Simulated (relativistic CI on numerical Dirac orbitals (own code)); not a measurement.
**Re5+ (5d2) in a crystal field**

Calculated by Dirac-Coulomb-Breit CI, orbitals from a KLI potential per configuration, model QED, one configuration in a parametric crystal field, unscaled Slater integrals (own radial code). With so little scaling, terms lie 10 to 35 % too far apart, which can change the order of excited levels.

Field parameters in Wybourne normalisation: Oh B⁴₀ = 21Dq, B⁴₄ = √(5/14) B⁴₀. The field is a parameter set, without covalency.

S is read from ⟨S²⟩ = S(S + 1).

Levels (cm⁻¹, degeneracy): 0 (2), 1089 (3), 7367 (3), 10418 (1), 11754 (3), 13276 (1), 16868 (3), 17661 (2), 18737 (2), 20089 (3), 22158 (1), 24724 (3).

(1) Which field gives this pattern?
A. Oh, 10Dq = 18000 cm⁻¹
B. Oh, 10Dq = 10000 cm⁻¹
C. Oh, 10Dq = 25950 cm⁻¹
D. Oh, 10Dq = 33950 cm⁻¹

## Answers

(1) B. Oh, 10Dq = 10000 cm⁻¹, ground level with S = 0.97.
